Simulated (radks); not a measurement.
The numbers below are computed, except where a source is named.
All-electron atom: Pr3+ in [Kr] 4d10 4f2 5p6 6s2 (not the ground configuration). Level of theory: Dirac Kohn-Sham, LDA (Slater exchange, VWN5 correlation), spin-unpolarised, spherical densities, point nucleus; open shells fill j = l - 1/2 first (a radial shooting solver on a logarithmic mesh with Libxc functionals).

Normalised radial functions P(r) = r R(r) (large component), r in bohr:

r          4f7/2
0.003229  0.0000
0.004342  0.0000
0.005837  0.0000
0.007848  0.0000
0.01055   0.0000
0.01419   0.0001
0.01907   0.0002
0.02564   0.0005
0.03448   0.0016
0.04635   0.0043
0.06232   0.0115
0.08378   0.0288
0.1126    0.0674
0.1514    0.1444
0.2036    0.2795
0.2738    0.4811
0.3681    0.7231
0.4988    0.9370
0.6707    1.0201
0.9017    0.9407
1.212     0.7326
1.63      0.4708
2.191     0.2374
2.946     0.0875
3.961     0.0211
5.325     0.0028
7.16      0.0002
9.626     0.0000

4f7/2 (empty): eigenvalue -42.310 eV, 0 radial nodes, <r> = 0.954 bohr, 90 % of the charge inside 1.59 bohr.
